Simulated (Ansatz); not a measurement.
An input meant for Rb2Br (charge 0, multiplicity 10).

```yaml
crystal:
  periodic: [false, false, false]
  atoms:
    - {symbol: Rb, position_ang: [1.254733, 0.038956, 1.964281]}
    - {symbol: Rb, position_ang: [-1.741189, -1.164940, -1.022620]}
    - {symbol: Br, position_ang: [0.486457, 1.125985, -0.941651]}
basis:
  gaussian: {orbitals: def2-TZVP, fitting: {mean_field: cc-pVTZ-jkfit}}
magnetization: {spin_polarized: true, initial_magnetization: 9}
hamiltonian: {xc: {name: B97M-V}}
output: {forces: true}
```

```sh
$ ansatz run in.yaml --threads 4 --pin off --events-out ev --progress --plain --max-ram 3916MiB
```

Task: Predict how Ansatz answers.

Result: The input was rejected before any iteration.
```
Functional definition: B97M-V
Error: [file] the basis set cc-pVTZ-JKFIT has no functions for Rb
```
